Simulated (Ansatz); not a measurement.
A further run on B2Cl2 (the lowest singlet isomer of a short search).

```yaml
crystal:
  periodic: [false, false, false]
  atoms:
    - {symbol: B, position_ang: [-0.430452, -0.615622, -0.056039]}
    - {symbol: B, position_ang: [0.433181, 0.613970, 0.053560]}
    - {symbol: Cl, position_ang: [-1.377034, -2.000179, -0.167492]}
    - {symbol: Cl, position_ang: [1.374316, 2.001831, 0.169971]}
basis:
  gaussian: {orbitals: cc-pVTZ-DK, nuclear_model: gaussian}
hamiltonian: {xc: {name: B97M-V}}
```

```sh
$ ansatz run in.yaml --threads 2 --pin off --events-out ev --progress --plain --max-ram 4352MiB
```

Output, abridged:

```
Functional definition: B97M-V
982 factors; their error is unknown
mean field evaluation 1: about -26464.6429 eV, gradient 3.6e1 eV
mean field evaluation 2: about -26458.2846 eV, gradient 5.6e1 eV
mean field evaluation 4: about -26468.7584 eV, gradient 1.3e0 eV
mean field evaluation 8: about -26468.7351 eV, gradient 4.1e-2 eV
mean field evaluation 16: about -26468.7341 eV, gradient 1.3e0 eV
mean field evaluation 32: about -26468.7351 eV, gradient 1.4e-1 eV
mean field -26468.73540975 eV, -972.7080851552 hartree, gradient 8.1e-6 eV, S^2 0.000000; 3 other end points of the search recorded, 0 dependent functions left out
reference -26468.73545453 eV, -972.7080868006 hartree; 22, 22 occupied and 106, 106 virtual orbitals, 982 factors
Total energy: -26468.73545453 eV, -972.7080868006 hartree
Relativity: scalar
```

Hardware: 2 threads of AMD EPYC 9R45 on a shared host. Wall time 13 s.

DK, ANO-RCC and x2c sets are all-electron and run with scalar relativity unless a key says otherwise. The restricted singlet is unstable towards broken spin symmetry at other levels; at RKS B97M-V/cc-pVTZ-DK this wasn't settled.
